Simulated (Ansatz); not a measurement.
Two members of one family (Same ligands, another metal), computed with Ansatz in the gas phase; def2 core potentials for Mo, W, no spin–orbit coupling. The two geometries come from different levels. Names give formal oxidation states. A dash marks a value that wasn't run or was left out as unsound. The structures are stationary points that may keep the symmetry of their start. Remarks come from the PBE and PBE0 runs and from stability tests at other levels; not every state was tested. HOMO above LUMO (over both spins in singlets and doublets, within one spin in higher multiplets; at PBE or PBE0), or a gap under 0.15 eV within one spin, warns that the state may not be the lowest or that an electron is smeared out.

First: [WO3(NH2)]- (singlet, charge -1, PBE-D4/def2-SVPD geometry).

```xyz
7

W    -0.564   -0.379   -0.377
O    -1.807    0.839   -0.724
O     0.071   -1.030   -1.899
O    -1.254   -1.647    0.653
N     0.996    0.434    0.624
H     1.669    1.028    0.136
H     0.889    0.754    1.588
```

```
               level  HOMO (eV)  vertical IE (eV)
    PBE-D4/def2-SVPD      -1.50                 –
r2SCAN-D4/def2-TZVPD      -1.72              4.61
   PBE0-D4/def2-SVPD      -3.04                 –
  PBE0-D4/def2-TZVPD      -2.94              4.84
 HSE06-D4/def2-TZVPD      -2.54                 –
```

Metal–donor distances: 3 × O 1.77 to 1.78 Å, 1 × N 2.02 Å. Remarks: gap within one spin near zero at PBE or PBE0 (neutral doublet).

Second: [MoO3(NH2)]- (singlet, charge -1, r2SCAN-D4/def2-SVPD geometry).

```xyz
7

Mo    0.3961    0.4565   -0.4866
O     1.9670   -0.2855   -0.5765
O    -0.3642    0.4313   -2.0474
O     0.5429    2.0632    0.1587
N    -0.8064   -0.5703    0.7540
H    -1.1580   -1.4762    0.4550
H    -0.5774   -0.6190    1.7428
```

Problem. What does the change do? Estimate second minus first.

Solution. 
| level | Δ HOMO (eV) | Δ vertical IE (eV) |
| --- | --- | --- |
| PBE-D4/def2-SVPD | -0.05 | – |
| r2SCAN-D4/def2-TZVPD | -0.05 | -0.02 |
| PBE0-D4/def2-SVPD | 0.03 | – |
| PBE0-D4/def2-TZVPD | 0.00 | 0.00 |
| HSE06-D4/def2-TZVPD | 0.00 | – |

Metal–donor distances: 3 × O 1.74 Å, 1 × N 2.01 Å. Remarks: gap within one spin near zero at PBE or PBE0 (neutral doublet).
